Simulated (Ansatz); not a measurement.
Total energies of Sn₆ from Ansatz at PBE0-D4/def2-TZVP, gas phase (1 Eh = 27.2114 eV = 2625.5 kJ/mol). The reference geometry is relaxed at PBE-D4/def2-SVP.

```tsv
state	geometry	energy (Eh)
charge 0 singlet	reference	-1286.12891
charge 1 doublet	reference	-1285.86862
free Sn atom (triplet)	–	-214.25870
```

In the def2 sets Sn takes a core potential; there is no spin–orbit coupling.

Q: Work out the vertical ionisation energy to the doublet.

A: E(charge 1 doublet) − E(charge 0 singlet) = -1285.86862 − (-1286.12891) = 0.26029 Eh = 7.08 eV. For comparison, −ε of the highest occupied level is 5.73 eV at this level, 1.35 eV less.

Q: What is the binding energy per atom against free atoms?

A: Atoms: 6 × (-214.25870) = -1285.55220 Eh. Binding: -1285.55220 − (-1286.12891) = 0.57671 Eh = 15.69 eV, or 2.62 eV for each of 6 atoms (no zero-point energy, no counterpoise term).
